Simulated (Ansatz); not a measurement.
Basis-set series for F3STa, SMILES `[F][Ta]([F])([F])=[S]`. The species carries charge 0 and has multiplicity 1. Ta takes the def2 core potential. All single points use the PBE0-D4/def2-TZVP geometry.

```xyz
5

F    -1.6489   -0.7929   -0.4446
Ta   -0.0241   -0.0445    0.0556
F    -0.2312    0.9884    1.5854
F     1.2416   -1.3740    0.3394
S     0.6626    1.2230   -1.5358
```

```json
{"functional": "PBE0-D4", "basis": "def2-TZVPP", "functions": "191", "energy (Eh)": "-754.74502", "HOMO (eV)": "-8.33", "LUMO (eV)": "-2.10"}
{"functional": "PBE0-D4", "basis": "def2-QZVPP", "functions": "322", "energy (Eh)": "-754.77374", "HOMO (eV)": "-8.34", "LUMO (eV)": "-2.11"}
{"functional": "ωB97M-V", "basis": "def2-TZVPP", "functions": "191", "energy (Eh)": "-755.00023", "HOMO (eV)": "-10.41", "LUMO (eV)": "0.11"}
{"functional": "ωB97M-V", "basis": "def2-QZVPP", "functions": "322", "energy (Eh)": "-755.02709", "HOMO (eV)": "-10.43", "LUMO (eV)": "0.06"}
```

Give the rows for def2-SVP. (An estimate is asked.)

Computed: 
```
functional     basis  functions  energy (Eh)  HOMO (eV)  LUMO (eV)
   PBE0-D4  def2-SVP         92   -754.21678      -8.40      -2.20
   ωB97M-V  def2-SVP         92   -754.46496     -10.45       0.02
```

Positive LUMOs are unbound and depend on the basis.
